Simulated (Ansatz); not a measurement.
Ansatz (a first-principles code) input:

Ansatz 0.2 input:
```yaml
crystal:
  periodic: [false, false, false]
  atoms:
    - {symbol: Si, position_ang: [0.25122624, 0.02080846, -0.26972620]}
    - {symbol: O, position_ang: [1.07582876, 0.09952672, 1.16659166]}
    - {symbol: O, position_ang: [-0.85067735, 1.22978299, -0.54058398]}
    - {symbol: N, position_ang: [-0.70000451, -1.38820446, -0.12913952]}
    - {symbol: H, position_ang: [1.90995251, 0.57603644, 1.15572808]}
    - {symbol: H, position_ang: [-0.52835794, 2.00656171, -1.00498356]}
    - {symbol: H, position_ang: [-0.32480178, -2.23292578, 0.27035544]}
    - {symbol: H, position_ang: [-1.47513989, -1.55803726, -0.74901802]}
basis:
  gaussian:
    orbitals: def2-TZVPD
hamiltonian:
  xc: {name: PBE}
magnetization: {spin_polarized: true, initial_magnetization: 1}
output: {forces: true}
```

Q: Which total energy does the run end on?

A: -496.91810 Eh (PBE/def2-TZVPD). The basis has 196 functions.

It need not be the lowest isomer of its formula.
